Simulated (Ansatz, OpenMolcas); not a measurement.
# A ladder of methods for Si4H10 (SMILES [SiH3][SiH]([SiH3])[SiH3])

Si4H10: 14 atoms, total charge 0, spin state singlet. As SMILES, `[SiH3][SiH]([SiH3])[SiH3]`. The shape is that of a PBE0-D4/def2-TZVP optimisation.

Each level gives the vertical energy of the triplet above the singlet (eV). The values are calculated.

| level | kind | program | value (eV) | less CCSD(T)/6-31G* | CPU time (all runs) |
| --- | --- | --- | --- | --- | --- |
| HF/6-31G* (spherical functions) | Hartree–Fock | OpenMolcas | 6.67 | +0.13 | 38 s |
| SVWN5/6-31G* (spherical functions) | LDA | OpenMolcas | 5.83 | -0.71 | 2.5 min |
| revPBE/6-31G* (spherical functions) | GGA | Ansatz | 5.84 | -0.70 | 2.1 min |
| M06-L/6-31G* (spherical functions) | meta-GGA | OpenMolcas | 6.21 | -0.33 | 5.3 min |
| r2SCAN/6-31G* (spherical functions) | meta-GGA | OpenMolcas | 6.03 | -0.51 | 5.7 min |
| B3LYP/6-31G* (spherical functions) | global hybrid | Ansatz | 6.14 | -0.40 | 80 s |
| wB97M-V/6-31G* (spherical functions) | range-separated hybrid | Ansatz | 6.39 | -0.15 | 6.6 min |
| B2PLYP/6-31G* (spherical functions) | double hybrid | Ansatz | 6.38 | -0.16 | 54 s |
| CCSD(T)/6-31G* (spherical functions), open shells restricted | coupled cluster or CI | OpenMolcas | 6.54 | 0.00 | 2.6 min |

CCSD(T)/6-31G* (spherical functions), open shells restricted is the highest level here, not the true value. The values span 5.83 to 6.67 eV. A triplet this far above the singlet is often a Rydberg-like or dissociative state; sets without diffuse functions put Rydberg states too high. Times are those of the runs behind each value, whatever else they computed, on shared processors of several kinds: orders of magnitude only.
